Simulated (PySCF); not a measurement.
C3H9B, SMILES CB(C)C.

Coordinates come from a PBE0-D3(BJ)/def2-SVP optimisation. The isomer is the one that the SMILES or the coordinates give; other isomers of the formula were not compared.

Computed with PySCF with TDA-ωB97X/def2-SVPD.

Vertical excitations.  State labels are in the subgroup Cs.

Q: Give excitation energies, oscillator strengths and character. (Estimate from the structure and the level; the computed values follow.)

A: 
```
state  symmetry  energy (eV)  λ (nm)      f                                                                 main pairs
-----  --------  -----------  ------  -----  -------------------------------------------------------------------------
S1           A'         6.81     182  0.001                                                         HOMO−1→LUMO+1 84 %
S2           A"         6.82     182  0.002                                                           HOMO→LUMO+1 84 %
S3           A"         8.51     146  0.070                                                             HOMO→LUMO 81 %
S4           A'         8.51     146  0.077                                                           HOMO−1→LUMO 81 %
S5           A"         9.28     134  0.005                                       HOMO−2→LUMO+1 83 %, HOMO−2→LUMO 14 %
S6           A'         9.90     125  0.180                                       HOMO−3→LUMO+1 77 %, HOMO−3→LUMO 16 %
S7           A"         9.92     125  0.152                                       HOMO−4→LUMO+1 79 %, HOMO−4→LUMO 13 %
S8           A"        10.00     124  0.000  HOMO−2→LUMO 42 %, HOMO→LUMO+3 22 %, HOMO−1→LUMO+2 17 %, HOMO−2→LUMO+1 8 %
S9           A'        10.06     123  0.001                                       HOMO→LUMO+2 44 %, HOMO−1→LUMO+3 42 %
S10          A"        10.08     123  0.005                                       HOMO−1→LUMO+2 44 %, HOMO→LUMO+3 36 %
T1           A"         6.29     197      0                                                           HOMO→LUMO+1 84 %
T2           A'         6.31     197      0                                                         HOMO−1→LUMO+1 84 %
T3           A'         8.36     148      0                                                           HOMO−1→LUMO 80 %
T4           A"         8.36     148      0                                                             HOMO→LUMO 79 %
```
Triplets are in the Tamm–Dancoff approximation.
